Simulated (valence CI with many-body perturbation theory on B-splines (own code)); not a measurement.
# E1 transitions of Ca XV

Computed by valence CI with perturbative core correlation (CI+MBPT): four valence electrons over a frozen Dirac-Fock core [He], radial functions for each j: 11 s, 11 p, 10 d, 8 f, 5 g, 2 h, with the one-electron correlation potential Σ1 (screened to all orders), the two-electron term Σ2, the three-electron term Σ3, Breit, model QED; selected single and double excitations, second order for the rest, scaled by the run's own slope (own B-spline code, finite nucleus).

No measured spectrum was set against this ion. As an estimate, levels of excited configurations hold to 0.05 to 0.15 % of their energy, terms of the ground configuration to about 0.5 %. Among the levels kept, up to 880 cm⁻¹ of a level comes from second order outside the variational space, and about a tenth of that is noise between levels of different J, which matters for small intervals.

Lines 101 to 150 of 568 in falling wavelength, among levels below 646.25 eV, chosen from the strongest by gf and those to the six lowest levels. Wavelengths and rates use the calculated energies, so an error of 400 cm⁻¹ moves a line at 641.0 Å by 0.26 % and its rate by three times that or more. Electric multipoles are in the length gauge with retardation, E1 and E2 with the static RPA response of the core. Weak lines are less certain than strong ones. Lines between different terms over intervals too small for the method are left out, as are lines whose strength nearly cancels. Where a level lies close to another of its J and parity, the split of strength between their lines is uncertain. The highest levels of a list are the least certain.

Names give the largest LS component (configuration and term), which can be under half, so a name can repeat, a term be missing and a line seem to break the LS rules; names also repeat where a configuration has a term twice. Letters in brackets count levels of one name in rising energy.

```
λ vac (Å)              Upper              Lower   A (s⁻¹)  log gf  Branch %
    641.0       2s2p²3d ¹G_4  2s2p²3p ³D°_3 [b]  1.92e+08   -0.97       0.1
    640.5       2s2p²3d ⁵P_3      2s2p²3p ⁵P°_3  6.94e+08   -0.52       0.0
    636.9      2s²2p3d ¹D°_2   2s²2p3p ³D_1 [b]  9.48e+08   -0.54       0.0
    636.2   2s2p²3d ³F_4 [a]  2s2p²3p ³D°_3 [a]  1.24e+09   -0.17       0.0
    635.4      2s²2p3d ³P°_2       2s²2p3p ³P_2  4.67e+08   -0.85       0.0
    635.1   2s2p²3d ³F_2 [a]  2s2p²3p ³D°_1 [a]  1.08e+09   -0.49       0.0
    634.6   2s2p²3d ³D_3 [b]  2s2p²3p ¹D°_2 [a]  2.38e+08   -1.00       0.0
    632.8      2s²2p3d ³F°_2   2s²2p3p ³D_1 [a]  9.11e+08   -0.56       0.1
    632.5   2s2p²3d ³F_3 [a]  2s2p²3p ³D°_2 [a]  1.17e+09   -0.31       0.0
    630.1  2s2p²3p ³D°_1 [b]       2s2p²3s ³D_2  5.09e+08   -1.04       0.1
    626.0  2s2p²3p ³D°_1 [b]       2s2p²3s ³D_1  7.77e+08   -0.86       0.1
    624.9      2s²2p3d ¹F°_3       2s²2p3p ¹D_2  1.25e+09   -0.29       0.0
    624.7       2s²2p3p ³P_2      2s²2p3s ³P°_2  1.23e+09   -0.44       1.3
    622.4   2s2p²3d ³P_2 [c]  2s2p²3p ³P°_2 [e]  5.43e+08   -0.80       0.0
    621.6  2s2p²3p ³S°_1 [b]   2s2p²3s ³P_1 [b]  5.80e+08   -1.00       0.1
    619.1  2s2p²3p ³D°_2 [b]       2s2p²3s ³D_3  4.46e+08   -0.89       0.2
    617.6   2s2p²3d ¹F_3 [a]  2s2p²3p ¹D°_2 [a]  4.81e+08   -0.72       0.0
    616.9       2s2p²3d ⁵P_2      2s2p²3p ⁵P°_3  3.77e+08   -0.97       0.0
    614.8      2s²2p3d ³P°_2       2s²2p3p ³P_1  4.17e+08   -0.93       0.0
    614.4  2s2p²3p ³D°_2 [b]       2s2p²3s ³D_2  8.30e+08   -0.63       0.3
    614.3   2s2p²3d ³D_1 [c]  2s2p²3p ³P°_0 [c]  5.85e+08   -1.00       0.0
    612.9   2s2p²3d ³D_2 [e]  2s2p²3p ¹P°_1 [b]  3.75e+08   -0.98       0.0
    612.2       2s2p²3d ¹G_4      2s2p²3p ¹F°_3  1.27e+09   -0.19       0.3
    607.3      2s²2p3d ³P°_1       2s²2p3p ³P_1  9.05e+08   -0.82       0.0
    604.9  2s2p²3p ³D°_3 [b]       2s2p²3s ³D_3  1.25e+09   -0.32       0.4
    600.8      2s2p²3p ⁵P°_2       2s2p²3s ⁵P_1  5.25e+08   -0.85       1.2
    600.5  2s2p²3p ³D°_3 [b]       2s2p²3s ³D_2  2.46e+08   -1.03       0.1
    587.2      2s²2p3d ³D°_3       2s²2p3p ³D_3  4.23e+08   -0.82       0.0
    579.6  2s2p²3p ¹D°_2 [b]       2s2p²3s ¹P_1  1.86e+09   -0.33       0.8
    579.0   2s2p²3d ¹D_2 [a]  2s2p²3p ¹P°_1 [a]  5.44e+08   -0.86       0.0
    578.2   2s2p²3d ³D_2 [a]  2s2p²3p ³P°_2 [a]  6.18e+08   -0.81       0.0
    573.8   2s2p²3d ³D_1 [a]  2s2p²3p ³P°_1 [a]  8.13e+08   -0.92       0.0
    566.0   2s2p²3d ³D_3 [a]  2s2p²3p ³P°_2 [a]  1.34e+09   -0.35       0.0
    563.9   2s2p²3d ³D_2 [a]  2s2p²3p ³P°_1 [a]  8.79e+08   -0.68       0.0
    555.3   2s2p²3d ³D_1 [a]  2s2p²3p ³P°_0 [a]  6.91e+08   -1.02       0.0
    554.3       2s²2p3p ¹D_2      2s²2p3s ¹P°_1  2.14e+09   -0.31       6.2
    551.9   2s2p²3d ¹P_1 [a]  2s2p²3p ¹P°_1 [a]  1.01e+09   -0.86       0.0
    533.3  2s2p²3p ³P°_1 [b]       2s2p²3s ³D_2  1.57e+09   -0.70       1.0
    532.8      2s2p²3p ⁵S°_2       2s2p²3s ⁵P_3  1.68e+09   -0.45       4.5
    532.1  2s2p²3p ³P°_0 [b]       2s2p²3s ³D_1  2.45e+09   -0.98       2.4
    531.6  2s2p²3p ³P°_2 [b]       2s2p²3s ³D_3  1.75e+09   -0.43       0.7
    530.4  2s2p²3p ³P°_1 [b]       2s2p²3s ³D_1  8.77e+08   -0.96       0.5
    528.2  2s2p²3p ³P°_2 [b]       2s2p²3s ³D_2  7.11e+08   -0.83       0.3
    526.5   2s2p²3d ³P_2 [a]      2s2p²3p ⁵D°_1  5.58e+08   -0.94       0.0
    515.8   2s2p²3d ³D_3 [a]  2s2p²3p ³D°_3 [a]  6.03e+08   -0.77       0.0
    507.7   2s2p²3d ³P_2 [a]  2s2p²3p ³S°_1 [a]  5.20e+08   -1.00       0.0
    506.6   2s2p²3d ¹D_2 [a]  2s2p²3p ¹D°_2 [a]  6.09e+08   -0.93       0.0
    490.5  2s2p²3p ¹P°_1 [c]       2s2p²3s ¹P_1  3.03e+09   -0.48       0.8
    489.6      2s2p²3p ⁵S°_2       2s2p²3s ⁵P_2  9.02e+08   -0.79       2.4
    452.2         2p³3p ³P_1  2s2p²3p ³S°_1 [b]  1.15e+09   -0.98       0.1
```
